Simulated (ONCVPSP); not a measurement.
## Ru (Z = 44): ONCV pseudisation with PBEsol, scalar-relativistic reference atom.

ONCVPSP 4.0.1 input, shortened (lines: element, Z, core and valence counts, functional; n l f; lmax; l rc ep ncon nbas qcut; lloc lpopt rc5 dvloc0; l nproj debl; icmod fcfact rcfact), PBEsol, scalar-relativistic:

```
  Ru 44.00    6    4  -116133      upf
    1    0    2.00
    2    0    2.00
    2    1    6.00
    3    0    2.00
    3    1    6.00
    3    2   10.00
    4    0    2.00
    4    1    6.00
    4    2    7.00
    5    1    1.00
    2
    0    1.30    0.00    3    7    9.40
    1    1.95    0.00    4    8    6.50
    2    2.00    0.00    4    9    9.40
    4    5    1.15    0.00
    0    2    1.50
    1    2    2.00
    2    2    3.00
    0    0.00    0.00
```

In the s channel the program set the typed energies aside and used -2.864, 0.250 Ha.

All-electron outer shells of the reference configuration (PBEsol, scalar-relativistic, ld1.x):

```csv
shell,level (eV),outermost node (bohr),outermost maximum (bohr)
3d,-274.69,–,0.30
4s,-77.94,0.48,0.92
4p,-48.02,0.49,0.98
4d,-6.78,0.48,1.21
5p,-1.72,1.41,3.77
```

What the tests gave:

| Quantity | Value |
| --- | --- |
| Cutoffs needed | 32 Ha and 37 Ha (the cutoffs (Ha) at which the residual kinetic energy of the hardest occupied pseudo-wave falls to 1 and 0.1 mHa per electron) |
| Ghost test | no bound ghost flagged; GHOST(+) flagged for s at 282.1 eV |
| Largest excitation error | +1.4 meV (all-electron minus pseudo) for 4s2 4p6 4d6 5s1 5p0, out of 4 test configurations |

Generation and tests took about 5.6 s on one core of a shared server CPU.
